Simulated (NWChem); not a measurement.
System: C₂H₅ClOSi; SMILES Cl[SiH]1COC1

```xyz
10

Cl    -0.1997    -2.0443     0.0000
Si     0.5861    -0.1292     0.0000
C     -0.1241     1.2117    -1.1321
O     -0.1052     2.0939     0.0000
C     -0.1241     1.2117     1.1321
H      2.0706    -0.2590     0.0000
H      0.4745     1.6240    -1.9591
H     -1.1518     1.0211    -1.4966
H     -1.1518     1.0211     1.4966
H      0.4745     1.6240     1.9591
```
Atoms are numbered in this order, from 1.

Program: NWChem. Pople sets run with spherical d functions. Structure relaxed at the PBE0/def2-SVP level. Core excitations by TDA in a window of 1s orbitals, non-relativistic and unshifted: absolute energies depend strongly on the exact-exchange share.

Task: Estimate the computed values for Cl K edge, BHandHLYP/6-311G**. Quantities: first 1s excitation (eV); dipole oscillator strength of the first; first state with f > 0.002 (eV); dipole oscillator strength of that state.

Result: The first 1s excitation (eV) is 2794.0, the dipole oscillator strength of the first is 0.0037 and the first state with f > 0.002 (eV) comes out as 2794.0. The dipole oscillator strength of that state is 0.0037.
